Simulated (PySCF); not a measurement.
**Excitation energy of Sn by level of theory**

Sn [Kr] 4d10 5s2 5p2 (3P) → Sn [Kr] 4d10 5s1 5p2 6s1 (5P), as a difference of total energies. Computed with PySCF 2.14 in x2c-TZVPPall with one added diffuse shell each of s, p, d, f type (9s7p5d3f, 76 functions), with scalar relativity by spin-free X2C-1e. Correlated levels: valence: [Kr] 4d10 frozen; valence and next inner shell: [Ar] 3d10 frozen. The calculations carry no spin-orbit coupling.

```tsv
method	excitation energy (cm⁻¹)
UHF	67812
LDA	85029
PBE	82486
PBE0	80568
r2SCAN	80449
B2PLYP	81116
BLYP	85450
wB97X-V	82681
BHandHLYP	82117
MP2 (valence)	74251
SCS-MP2 (valence)	76632
MP2 (valence and next inner shell)	80788
SCS-MP2 (valence and next inner shell)	82010
```

The upper state lies above the first ionisation limit, but in LS coupling its spin forbids autoionisation to the ground ion; at this Z spin-orbit coupling breaks that rule. A Rydberg-like electron needs more diffuse functions than a valence basis has.

The promoted electron is Rydberg-like, and one or two diffuse shells describe it only roughly, which tends to raise the upper state.
